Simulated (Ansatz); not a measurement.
Reaction (ligand exchange at a B–C bond): `BC(F)OC=O` + `C#CS` → `BSC#C` + `O=COCF`

Calculated with Ansatz (gas phase, PBE0-D4/def2-TZVP geometries, no zero-point term in ΔE). CCSD(T)/CBS adds triple-zeta CCSD(T) − MP2 to the extrapolated MP2 energy (def2 sets, frozen cores). This one scheme is used for every species. DFT in def2-TZVPP. B3LYP here is the variant with VWN-RPA as its local correlation; programs differ in this. One conformer a species, not always the lowest.

```json
{"level": "PBE-D4", "ΔE (kJ/mol)": "-100.2", "difference from CCSD(T)/CBS": "-21.5"}
{"level": "r2SCAN-D4", "ΔE (kJ/mol)": "-94.6", "difference from CCSD(T)/CBS": "-15.9"}
{"level": "PBE0-D4", "ΔE (kJ/mol)": "-94.3", "difference from CCSD(T)/CBS": "-15.6"}
{"level": "B3LYP-D4", "ΔE (kJ/mol)": "-65.2", "difference from CCSD(T)/CBS": "13.5"}
{"level": "ωB97X-V", "ΔE (kJ/mol)": "-72.4", "difference from CCSD(T)/CBS": "6.3"}
{"level": "ωB97M-V", "ΔE (kJ/mol)": "-76.7", "difference from CCSD(T)/CBS": "2.0"}
{"level": "B2PLYP", "ΔE (kJ/mol)": "-73.1", "difference from CCSD(T)/CBS": "5.6"}
{"level": "PBE", "ΔE (kJ/mol)": "-98.7", "difference from CCSD(T)/CBS": "-20.0"}
{"level": "r2SCAN", "ΔE (kJ/mol)": "-94.6", "difference from CCSD(T)/CBS": "-15.9"}
{"level": "PBE0", "ΔE (kJ/mol)": "-93.2", "difference from CCSD(T)/CBS": "-14.5"}
{"level": "B3LYP", "ΔE (kJ/mol)": "-62.4", "difference from CCSD(T)/CBS": "16.3"}
{"level": "HF/def2-TZVPP", "ΔE (kJ/mol)": "-14.1", "difference from CCSD(T)/CBS": "64.6"}
{"level": "MP2/def2-TZVPP", "ΔE (kJ/mol)": "-101.5", "difference from CCSD(T)/CBS": "-22.8"}
{"level": "SCS-MP2/def2-TZVPP", "ΔE (kJ/mol)": "-81.4", "difference from CCSD(T)/CBS": "-2.7"}
{"level": "CCSD/def2-TZVPP", "ΔE (kJ/mol)": "-65.9", "difference from CCSD(T)/CBS": "12.8"}
{"level": "CCSD(T)/def2-TZVPP", "ΔE (kJ/mol)": "-79.9", "difference from CCSD(T)/CBS": "-1.2"}
{"level": "HF/def2-QZVPP", "ΔE (kJ/mol)": "-14.8", "difference from CCSD(T)/CBS": "63.9"}
{"level": "MP2/def2-QZVPP", "ΔE (kJ/mol)": "-101.1", "difference from CCSD(T)/CBS": "-22.4"}
{"level": "SCS-MP2/def2-QZVPP", "ΔE (kJ/mol)": "-80.6", "difference from CCSD(T)/CBS": "-1.9"}
{"level": "HF/CBS(def2)", "ΔE (kJ/mol)": "-14.9", "difference from CCSD(T)/CBS": "63.8"}
{"level": "MP2/CBS(def2)", "ΔE (kJ/mol)": "-100.3", "difference from CCSD(T)/CBS": "-21.6"}
{"level": "CCSD/CBS(def2)", "ΔE (kJ/mol)": "-64.8", "difference from CCSD(T)/CBS": "13.9"}
{"level": "CCSD(T)/CBS", "ΔE (kJ/mol)": "-78.7", "difference from CCSD(T)/CBS": "0"}
```

Largest T1 diagnostic among the species: 0.015.

From PBE to PBE0 (25 % exact exchange), in def2-TZVPP and without D4, ΔE moves by +5.5 kJ/mol. In def2-TZVPP, CCSD(T) changes the Hartree–Fock value by −65.8 kJ/mol (the triples alone add −13.9 kJ/mol) and MP2 by −87.4 kJ/mol.
